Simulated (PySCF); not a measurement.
The multiplicity is imposed and other spin states were not computed.

Cartesian coordinates (Å):
```xyz
8

Cd     0.1912     0.0394     0.0495
O      1.3205     0.6468    -1.4546
H      1.4924     1.6030    -1.3572
O     -1.0408    -0.7373     1.3893
C     -0.6750    -0.8624     2.7481
H      0.2227    -1.4989     2.9128
H     -1.5179    -1.3452     3.2826
H     -0.4878     0.1130     3.2498
```
Charge 0, spin multiplicity 1.

Problem. What HOMO, dipole moment and charge on the central atom (Mulliken) does PBE-D3(BJ)/def2-TZVP // TPSS-D3(BJ)/def2-SVP (PySCF 2.14.0) give?

Solution. 
```json
{
  "HOMO": "-5.76 eV",
  "dipole_moment": "1.95 D",
  "charge on the central atom (Mulliken)": "0.75 e"
}
```
